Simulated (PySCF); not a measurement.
CH4NO, SMILES NC=[OH+], charge +1.

Geometry optimised at B3LYP-D3(BJ)/def2-TZVP. The isomer is the one that the SMILES or the coordinates give; other isomers of the formula were not compared. One conformer was computed; it need not be the lowest.

The numbers are results of PySCF with PBE0/def2-TZVPD, not measurements.

Symmetry labels are those of the subgroup Cs that the program uses (full group Cs).

Computed valence orbital energies around the gap with their symmetry:
```tsv
orbital	symmetry	energy (eV)
HOMO−7	A'	-33.57
HOMO−6	A'	-26.26
HOMO−5	A'	-23.68
HOMO−4	A'	-23.03
HOMO−3	A'	-19.82
HOMO−2	A"	-19.55
HOMO−1	A'	-18.04
HOMO	A"	-16.08
LUMO	A"	-7.19
LUMO+1	A'	-5.13
LUMO+2	A'	-4.26
LUMO+3	A'	-3.80
```
